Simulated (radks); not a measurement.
Values are calculated unless marked as measured or tabulated.
Al3+, 10 electrons, occupied as 1s1.75 2s2 2p6 3d0.25 (fractional occupations, a model configuration).

Level of theory: Dirac Kohn-Sham, PBE, spin-unpolarised, spherical densities, finite nucleus; open shells fill j = l - 1/2 first; Fermi nuclear charge, rms radius 3.061 fm (a radial shooting solver on a logarithmic mesh with Libxc functionals).

Energy parts (hartree):
part                      energy
total                 -226.51698
kinetic                227.02999
electron-nucleus      -530.66218
Hartree                 93.89680
exchange-correlation   -16.78158

Orbitals (lengths in bohr, moments of r in powers of bohr; r(max) is where P^2 peaks):
| orbital | occ. | eigenvalue (hartree) | r(max) | <r^4> | <r> |
|---|---|---|---|---|---|
| 1s1/2 | 1.75 | -58.08981 | 0.07803 | 0.0009550 | 0.1195 |
| 2s1/2 | 2 | -5.50662 | 0.4890 | 0.3731 | 0.6124 |
| 2p1/2 | 2 | -4.12099 | 0.4158 | 0.3990 | 0.5786 |
| 2p3/2 | 4 | -4.10315 | 0.4174 | 0.4042 | 0.5807 |
| 3s1/2 | 0 | -1.29139 | 1.758 | 32.44 | 2.000 |
| 3p1/2 | 0 | -1.01793 | 1.938 | 52.53 | 2.230 |
| 3p3/2 | 0 | -1.01614 | 1.942 | 52.89 | 2.234 |
| 3d3/2 | 0.25 | -0.67191 | 2.283 | 123.9 | 2.714 |
| 3d5/2 | 0 | -0.67184 | 2.284 | 124.0 | 2.714 |
| 4f5/2 | 0 | -0.33436 | 4.547 | 1236 | 5.102 |
| 4f7/2 | 0 | -0.33435 | 4.548 | 1236 | 5.102 |

The highest occupied level is 3d3/2 at -18.284 eV. The configuration is held as typed, so some empty levels lie below it. Summed over all electrons, <r^2> = 5.622 bohr^2, which gives a Langevin (diamagnetic) susceptibility term of -4.45 x 10^-6 cm^3/mol. The electron density at the nucleus is 1339 e/bohr^3.

Run on one thread of a shared host, so times are rough (Arm Neoverse N1): 0.1 s of CPU time, 0.1 s wall, 14 iterations on 2189 mesh points.
